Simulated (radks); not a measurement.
Task: Coherent X-ray form factor from a spherical all-electron density. Calculated with a radial shooting solver on a logarithmic mesh with Libxc functionals: scalar-relativistic Kohn-Sham, PW91, spin-unpolarised, spherical densities, finite nucleus; Fermi nuclear charge, rms radius of each element as measured or else 0.836 A^(1/3) + 0.57 fm.

sin(theta)/lambda (1/angstrom),f0 (electrons)
0.05,46.491
0.1,45.055
0.15,42.923
0.2,40.375
0.25,37.660
0.3,34.964
0.4,30.056
0.5,26.087
0.6,23.065
0.8,19.060
1,16.363
1.25,13.482
1.5,10.913
2,7.356

The species is in the configuration that NIST lists as its ground one. Which atom or ion scatters so?

Result: The tin ion Sn3+, [Kr] 4d10 5s1. Extrapolating in s^2 from the first two rows gives f0(0) = 47.0, near the electron count 47; among species with that count, the fall with angle is slower the higher Z, and the table is that of Z = 50; from so few rows the species is fixed only to a neighbour or two.
